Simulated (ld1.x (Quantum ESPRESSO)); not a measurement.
**zinc, ultrasoft: configuration errors across variants**

| Item | Value |
| --- | --- |
| Element | zinc (Zn) |
| Generator | ld1.x (Quantum ESPRESSO) 7.5 |
| Type | ultrasoft |
| Functional | PBE |
| Relativity | scalar-relativistic |
| Frozen core | [Ar] |
| Valence charge | 12 |
| Reference configuration | 3d10 4s1 4p1 |
| Partial waves | 4s (bound): rcut 1.50, rcutus 2.05 bohr; 4s channel at 2.7 Ry: rcut 1.50, rcutus 2.05 bohr; 4p (bound): rcut 1.90, rcutus 2.45 bohr; 4p channel at 1.7 Ry: rcut 1.90, rcutus 2.45 bohr; 3d (bound): rcut 0.55, rcutus 0.70 bohr; 3d channel at -0.6 Ry: rcut 0.55, rcutus 0.70 bohr |
| Local potential | all-electron potential smoothed inside 1.75 bohr (lloc = -1) |
| Core correction | a·sin(br)/r model core, default radius (core density twice the valence density) |
| Augmentation charge | built from norm-conserving waves at rcut, not smoothed further |

All-electron excitation energies from the reference (eV): (1) 3d10 4s2 4p0 -5.086; (2) 3d10 4s1 4p0 4.802; (3) 3d10 4s0 4p0 23.245; (4) 3d9 4s0 4p0 63.778; (5) 3d9 4s2 4p0 12.815; (6) 3d10 4s0 4p1 11.126; (7) 3d10 4s1.5 4p0 -1.146.

The default core radius of the base comes out at 0.33 bohr.

Tests that are not counted but printed errors over 1 eV. “local potential all-electron potential smoothed inside 0.88 bohr (lloc = -1)”: 3d10 4s0 4p1 (solver errors, printed error +1.7 eV).

2 further variants failed, have other tests or too few solved ones, and are left out.

A true bound ghost makes a file unfit for plane-wave use even where its test errors are small: the radial tests pick states by their node count and pass the ghost by. Where a test does run into it, the solver fails or the error is huge.

Errors AE − PS in meV (a dash: test not solved or not reliable):

| change | (1) | (2) | (3) | (4) | (5) | (6) | (7) | bound ghosts |
| --- | --- | --- | --- | --- | --- | --- | --- | --- |
| base | -1.3 | -2.5 | -29 | -100 | -167 | -6.6 | -0.2 | none |
| waves 3d (bound): rcut 0.46, rcutus 0.48 bohr; 3d channel at -0.6 Ry: rcut 0.46, rcutus 0.48 bohr | -1.3 | -2.5 | -29 | -99 | -167 | -6.5 | -0.2 | none |
| local potential all-electron potential smoothed inside 0.95 bohr (lloc = -1) | -1.4 | -2.4 | -28 | -99 | -168 | -6.0 | -0.2 | s |
| all radii but the core radius scaled by about 0.87 (s 1.78, p 2.14, d 0.60 bohr, rcut 1.30/1.66/0.48); local potential all-electron potential smoothed inside 1.52 bohr (lloc = -1) | +0.8 | -2.3 | -18 | -131 | -130 | -2.2 | +0.2 | none |
| local potential all-electron potential smoothed inside 0.88 bohr (lloc = -1) | -1.2 | -2.5 | -28 | -95 | -163 | – | -0.2 | s |
| waves 4p (bound): rcut 1.90, rcutus 3.26 bohr; 4p channel at 1.7 Ry: rcut 1.90, rcutus 3.26 bohr | -1.3 | -2.5 | -29 | -100 | -167 | -6.6 | -0.2 | none |
| wave 4p channel at 1.7 Ry: rcut 1.90, rcutus 2.45 bohr becomes 4p channel at 0.6 Ry: rcut 1.90, rcutus 2.45 bohr | -1.3 | -2.5 | -29 | -100 | -167 | -6.7 | -0.2 | none |

**Question.** Give the same row for: core correction a·sin(br)/r model core inside 0.56 bohr.

**Answer.** -1.3, -2.5, -29, -100, -167, -6.5, -0.2; bound ghosts: none.
